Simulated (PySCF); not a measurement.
# What went wrong, or what changed?

The sound run of [Nd(H2O)6]3+ (singlet in the valence; each metal's 4f electrons, 3 of them, lie in its core potential, out of spins and levels) uses PySCF 2.14.0, RKS B3LYP, Nd lcecp-1-SVP with ECP49, O def2-SVP, H def2-SVP; non-relativistic Hamiltonian with scalar-relativistic core potentials where named; density fitting; no spin-orbit coupling, grid (50, 194), threshold 1e-8 and 55 cycles at the relaxed geometry:
```xyz
19

Nd    0.0000    0.0000    0.0000
O     0.0000    0.0000    2.4442
H     0.7716   -0.0060    3.0483
H    -0.7716    0.0060    3.0483
O     0.0000    0.0000   -2.4442
H     0.7716    0.0060   -3.0483
H    -0.7716   -0.0060   -3.0483
O     2.4445    0.0000    0.0000
H     3.0486   -0.7717   -0.0049
H     3.0486    0.7717    0.0049
O     0.0000    2.4441    0.0000
H    -0.0016    3.0482    0.7717
H     0.0016    3.0482   -0.7717
O    -2.4445    0.0000    0.0000
H    -3.0486    0.7717   -0.0049
H    -3.0486   -0.7717    0.0049
O     0.0000   -2.4441    0.0000
H     0.0016   -3.0482    0.7717
H    -0.0016   -3.0482   -0.7717
```
This run, with dm0 from free metal ions and neutral atoms, differs:

```python
mol = gto.M(atom='''
Nd    -0.00000    -0.00000     0.00000
O     -0.00000    -0.00000     2.44425
H      0.77162    -0.00599     3.04832
H     -0.77162     0.00599     3.04832
O      0.00000     0.00000    -0.80000
H      0.77162     0.00599    -3.04832
H     -0.77162    -0.00599    -3.04832
O      2.44449    -0.00000     0.00000
H      3.04860    -0.77171    -0.00494
H      3.04860     0.77171     0.00494
O      0.00000     2.44414     0.00000
H     -0.00164     3.04820     0.77166
H      0.00164     3.04820    -0.77166
O     -2.44449     0.00000    -0.00000
H     -3.04860     0.77171    -0.00494
H     -3.04860    -0.77171     0.00494
O     -0.00000    -2.44414    -0.00000
H      0.00164    -3.04820     0.77166
H     -0.00164    -3.04820    -0.77166''',
    basis={'Nd': 'lcecp-1-SVP', 'O': 'def2-SVP', 'H': 'def2-SVP'},
    ecp={'Nd': 'lcecp-1-SVP'},
    charge=3, spin=0)
mf = dft.RKS(mol, xc='B3LYP')
mf.grids.atom_grid = (50, 194)  # f atoms: unpruned, at least (60, 302)
mf = mf.density_fit()  # fitting sets: Nd AutoAux, O def2-universal-JKFIT, H def2-universal-JKFIT
mf.conv_tol = 1e-08; mf.max_cycle = 93
mf.kernel(dm0)
mf.nuc_grad_method().kernel()
```

Problem. What was changed, and how did it end?

Solution. One atom was put far too close to the first. It converged in 12 cycles, 192.047 eV from the sound run, largest force component 943.59 eV/Å. The cycle limit differs too. These settings are unsound on purpose: the numbers aren't the compound's.
```
init E= -476.636126094785
cycle= 1 E= -480.784107701239  delta_E= -4.15  |g|= 3.71  |ddm|= 6.63
cycle= 2 E= -472.564462540993  delta_E= 8.22  |g|= 6.69  |ddm|= 10.8
cycle= 3 E= -484.093336828827  delta_E= -11.5  |g|= 1.05  |ddm|= 8.72
cycle= 4 E= -484.200245243175  delta_E= -0.107  |g|= 0.762  |ddm|= 1.67
cycle= 5 E= -484.304088694403  delta_E= -0.104  |g|= 0.0922  |ddm|= 0.628
...
cycle= 10 E= -484.305914602304  delta_E= -1.97e-07  |g|= 0.000313  |ddm|= 0.000898
cycle= 11 E= -484.305914619866  delta_E= -1.76e-08  |g|= 4.5e-05  |ddm|= 0.000295
cycle= 12 E= -484.305914620472  delta_E= -6.06e-10  |g|= 5.76e-06  |ddm|= 0.000103
Extra cycle  E= -484.305914620473  delta_E= -6.82e-13  |g|= 4.74e-06  |ddm|= 1.89e-05
converged SCF energy = -484.305914620473
```

Run from Python with OMP_NUM_THREADS=4; the lines above give its settings.
It took 11 s on 4 threads of Arm Neoverse V1 (shared host).

An lcecp potential fixes the number of 4f electrons, so in runs with it no electron can move into or out of that shell.
